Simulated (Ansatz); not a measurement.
## Nudged elastic band run: H6OSeSi

Input file:

```yaml
crystal:
  periodic: [false, false, false]
  atoms:
    - { symbol: Si, position_ang: [-1.106244, -0.894423, 0.354141] }
    - { symbol: H, position_ang: [-0.144912, -1.589841, -0.586053] }
    - { symbol: H, position_ang: [-2.455617, -1.534548, 0.223322] }
    - { symbol: H, position_ang: [-0.585955, -1.126245, 1.754393] }
    - { symbol: O, position_ang: [-1.306918, 0.727594, -0.0123] }
    - { symbol: H, position_ang: [2.21675, 0.178084, 0.061106] }
    - { symbol: Se, position_ang: [1.997267, 1.628085, -0.172065] }
    - { symbol: H, position_ang: [-0.458957, 1.226631, 0.005863] }
    - { symbol: H, position_ang: [1.844586, 1.384664, -1.628407] }
magnetization:
  spin_polarized: true
basis:
  gaussian: { orbitals: def2-SVP }
hamiltonian:
  xc: pbe
  dispersion: d4
neb:
  order_check: false
  images: 7
  f_tol: 0.5
  max_iterations: 60
  final_atoms:
    - { symbol: Si, position_ang: [-0.6275536, 0.17803044, 0.25070031] }
    - { symbol: H, position_ang: [1.55423064, -2.7994392, -0.09880493] }
    - { symbol: H, position_ang: [-0.9934513, -0.83652359, -0.78488156] }
    - { symbol: H, position_ang: [-0.38548887, -0.45257561, 1.59583435] }
    - { symbol: O, position_ang: [-1.90791126, 1.26316869, 0.24180189] }
    - { symbol: H, position_ang: [1.72891135, -2.05940227, -0.22360344] }
    - { symbol: Se, position_ang: [1.40794546, 1.15759798, -0.20357595] }
    - { symbol: H, position_ang: [-1.78688978, 2.04160163, 0.81473636] }
    - { symbol: H, position_ang: [1.01020737, 1.50754294, -1.59220704] }
  initial_path:
    images:
      - { positions_ang: [[-1.106244, -0.894423, 0.354141], [-0.144912, -1.589841, -0.586053], [-2.455617, -1.534548, 0.223322], [-0.585955, -1.126245, 1.754393], [-1.306918, 0.727594, -0.0123], [2.21675, 0.178084, 0.061106], [1.997267, 1.628085, -0.172065], [-0.458957, 1.226631, 0.005863], [1.844586, 1.384664, -1.628407]] }
      - { positions_ang: [[-0.98362142, -0.7463393, 0.33515122], [0.08891005, -1.57138212, -0.44168041], [-2.10842339, -1.36417556, -0.07814257], [-0.49697294, -0.9907583, 1.72855781], [-1.42858077, 0.74691991, 0.07772784], [2.05720057, -0.11034254, -0.00522441], [1.91373695, 1.47525769, -0.20735357], [-0.81285632, 1.30332495, 0.24445674], [1.77060727, 1.25749628, -1.65349265]] }
      - { positions_ang: [[-0.86099884, -0.59825561, 0.31616144], [0.3227321, -1.55292323, -0.29730781], [-1.76122979, -1.19380311, -0.37960713], [-0.40799088, -0.85527161, 1.70272262], [-1.55024355, 0.76624582, 0.16775568], [1.89765115, -0.39876908, -0.07155483], [1.8302069, 1.32243037, -0.24264213], [-1.16675564, 1.3800189, 0.48305048], [1.69662854, 1.13032856, -1.67857831]] }
      - { positions_ang: [[-0.73837626, -0.45017191, 0.29717166], [0.55655415, -1.53446435, -0.15293522], [-1.41403618, -1.02343067, -0.6810717], [-0.31900882, -0.71978491, 1.67688743], [-1.67190632, 0.78557172, 0.25778352], [1.73810172, -0.68719562, -0.13788524], [1.74667686, 1.16960306, -0.2779307], [-1.52065495, 1.45671284, 0.72164421], [1.62264981, 1.00316083, -1.70366396]] }
      - { positions_ang: [[-0.61575368, -0.30208821, 0.27818187], [0.7903762, -1.51600547, -0.00856262], [-1.06684257, -0.85305823, -0.98253627], [-0.23002676, -0.58429822, 1.65105224], [-1.7935691, 0.80489763, 0.34781136], [1.57855229, -0.97562216, -0.20421565], [1.66314681, 1.01677574, -0.31321927], [-1.87455427, 1.53340679, 0.96023795], [1.54867107, 0.87599311, -1.72874961]] }
      - { positions_ang: [[-0.61870366, -0.18205855, 0.27131148], [0.98133981, -1.8368639, -0.0311232], [-1.04849476, -0.84892457, -0.93312259], [-0.26889229, -0.55136756, 1.63724777], [-1.82215464, 0.9194654, 0.32130899], [1.61614206, -1.24656719, -0.2090626], [1.59934647, 1.0519813, -0.28580844], [-1.85263815, 1.6604555, 0.92386256], [1.41405515, 1.03388057, -1.69461397]] }
      - { positions_ang: [[-0.62165364, -0.06202889, 0.26444109], [1.17230342, -2.15772234, -0.05368377], [-1.03014694, -0.84479091, -0.88370891], [-0.30775782, -0.51843691, 1.62344329], [-1.85074018, 1.03403316, 0.29480662], [1.65373182, -1.51751222, -0.21390954], [1.53554613, 1.08718686, -0.25839761], [-1.83072203, 1.78750421, 0.88748716], [1.27943922, 1.19176803, -1.66047832]] }
      - { positions_ang: [[-0.62460362, 0.05800078, 0.2575707], [1.36326703, -2.47858077, -0.07624435], [-1.01179912, -0.84065725, -0.83429523], [-0.34662335, -0.48550626, 1.60963882], [-1.87932572, 1.14860092, 0.26830425], [1.69132159, -1.78845724, -0.21875649], [1.47174579, 1.12239242, -0.23098678], [-1.80880591, 1.91455292, 0.85111176], [1.1448233, 1.34965549, -1.62634268]] }
      - { positions_ang: [[-0.6275536, 0.17803044, 0.25070031], [1.55423064, -2.7994392, -0.09880493], [-0.9934513, -0.83652359, -0.78488156], [-0.38548887, -0.45257561, 1.59583435], [-1.90791126, 1.26316869, 0.24180189], [1.72891135, -2.05940227, -0.22360344], [1.40794546, 1.15759798, -0.20357595], [-1.78688978, 2.04160163, 0.81473636], [1.01020737, 1.50754294, -1.59220704]] }
```

Command:

```bash
$ ansatz run input.yaml --threads 2 --pin off --max-ram 3072MiB --backend cpu --events-out ev --progress --plain --runs-dir out
```

Output, in part (warnings, iteration lines, the closing report on the highest movable image, with atoms numbered from 0):

```
NEB end point (image 0): max|allowed force component| = 2.650e-3 eV/Å (the criterion of neb.relax_end_points is 1.000e-1)
NEB end point (image 8): max|allowed force component| = 2.890e-2 eV/Å (the criterion of neb.relax_end_points is 1.000e-1)
NEB iter   1: max|band force component| = 1.474e1 eV/Å  barrier→ = 3.8312 eV  barrier← = 4.1654 eV  Δτ_max = 0.2000 Å  (266 SCF iters)
NEB iter   2: max|band force component| = 2.830e0 eV/Å  barrier→ = 1.9075 eV  barrier← = 2.2417 eV  Δτ_max = 0.2000 Å  (226 SCF iters)
NEB iter   3: max|band force component| = 1.442e0 eV/Å  barrier→ = 1.4104 eV  barrier← = 1.7447 eV  Δτ_max = 0.2000 Å  (207 SCF iters)
NEB iter   4: max|band force component| = 1.292e0 eV/Å  barrier→ = 1.6544 eV  barrier← = 1.9886 eV  Δτ_max = 0.2000 Å  (219 SCF iters)
NEB iter   5: max|band force component| = 9.665e-1 eV/Å  barrier→ = 1.6258 eV  barrier← = 1.9600 eV  Δτ_max = 0.1982 Å  (204 SCF iters)
NEB iter   6: max|band force component| = 1.429e0 eV/Å  barrier→ = 1.5846 eV  barrier← = 1.9189 eV  Δτ_max = 0.1005 Å  (203 SCF iters)
NEB iter   7: max|band force component| = 3.855e-1 eV/Å  barrier→ = 1.5653 eV  barrier← = 1.8995 eV  CI = image 4  Δτ_max = 0.0000 Å  (409 SCF iters)
Total energy: -75342.64366859 eV, -2768.7910857427 hartree
Atom 0 at    -0.593315    -0.522871     0.267316 Å, force     0.192533     0.057924    -0.067915 eV/Å
Atom 1 at     0.746517    -1.469214    -0.191682 Å, force    -0.041185     0.055269    -0.036189 eV/Å
Atom 2 at    -1.378920    -1.406279    -0.645287 Å, force    -0.204995    -0.117992     0.070834 eV/Å
Atom 3 at    -0.339811    -0.888276     1.689313 Å, force    -0.027066    -0.088318     0.151849 eV/Å
Atom 4 at    -1.528859     0.862067     0.123268 Å, force    -0.234984     0.020179    -0.179659 eV/Å
Atom 5 at     1.319651    -0.574353    -0.179010 Å, force    -0.052855     0.041475    -0.007245 eV/Å
Atom 6 at     1.646990     1.134851    -0.072545 Å, force     0.256048     0.101887     0.065623 eV/Å
Atom 7 at    -1.171456     1.676036     0.523566 Å, force     0.117518    -0.114031     0.025799 eV/Å
Atom 8 at     1.299202     1.188039    -1.514939 Å, force    -0.005015     0.043607    -0.023097 eV/Å
Dipole moment:     0.005791    -0.018588     0.030441 e Å
```

It converged. The threshold of 0.5 eV/Å is loose, so the images may lie well off the minimum-energy path. The order of the stationary point at the top wasn't checked. The orbitals stay closed-shell, which can raise the energy where a bond breaks towards radicals; this wasn't checked here.

Final band (atoms are numbered from 1 in the order of the input):

```csv
image,path coordinate (Å),energy (kJ/mol),Si1–H2 (Å),H6–Se7 (Å),Si1–Se7 (Å)
0,0.00,0.0,1.51,1.48,4.03
1,0.73,2.1,1.52,1.49,3.88
2,1.45,17.0,1.53,1.49,3.68
3,2.16,69.7,1.55,1.54,3.30
4,2.88,151.0,1.70,1.74,2.81
5,3.60,61.3,2.11,2.20,2.48
6,4.32,-5.8,2.61,2.56,2.34
7,5.04,-28.0,3.12,2.88,2.31
8,5.76,-32.2,3.71,3.23,2.30
```

The run took 2.4 min on 2 threads of Arm Neoverse V1, with other jobs on the host, peak memory 0.16 GiB.
